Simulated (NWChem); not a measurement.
System: GeHF$_{3}$; SMILES [F][GeH]([F])[F]

Here is an NWChem input.

```
start job
memory heap 200 mb stack 900 mb global 1100 mb
geometry units angstroms
  Ge     0.087328    -0.102029     0.256576
  F     -1.002363     1.197018     0.365445
  F      1.350075     0.477469    -0.721424
  F     -0.709813    -1.251426    -0.707977
  H      0.532106    -0.621668     1.562975
end
basis spherical
  * library def2-svp
end
dft
  xc pbe0
  iterations 150
end
driver
  maxiter 120
end
task dft optimize
task dft freq
```

The level has its own optimisation; frequencies are unscaled.

Q: Give the results of this calculation. (PBE0/def2-SVP.) Quantities: r F–Ge (Å); r Ge–H (Å); highest harmonic frequency (cm⁻¹); lowest (cm⁻¹); zero-point energy (kcal/mol); dipole (D).

A: 
- r F–Ge (Å) = 1.713
- r Ge–H (Å) = 1.517
- highest harmonic frequency (cm⁻¹) = 2281
- lowest (cm⁻¹) = 227
- zero-point energy (kcal/mol) = 9.6
- dipole (D) = 2.46
